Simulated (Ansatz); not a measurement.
A structure relaxed at r2SCAN-D4/def2-SVP in Ansatz, charge 0, singlet:

```
atom   x (Å)   y (Å)   z (Å)
 Ta1   0.394  -0.064   0.256
  N2  -1.070   0.173  -0.696
  H3  -1.913   0.309  -1.244
  F4   1.297  -1.557  -0.458
  F5  -0.136  -0.367   2.040
  F6   1.428   1.506   0.102
```

Give its formula, name or SMILES and point group.

Ta(NH)F3 (TaNF3H). Point group C3v (tolerance 0.1 Å).

Summarise the bond lengths by kind (pairs closer than 1.2 times the sum of covalent radii, bridged metal pairs left out).

3 × F–Ta 1.89 Å; 1 × N–Ta 1.76 Å; 1 × H–N 1.01 Å. The metal has 4 neighbours: N 1.76 Å, F 1.89 Å, F 1.89 Å, F 1.89 Å.

In the def2 sets Ta takes a core potential; there is no spin–orbit coupling.
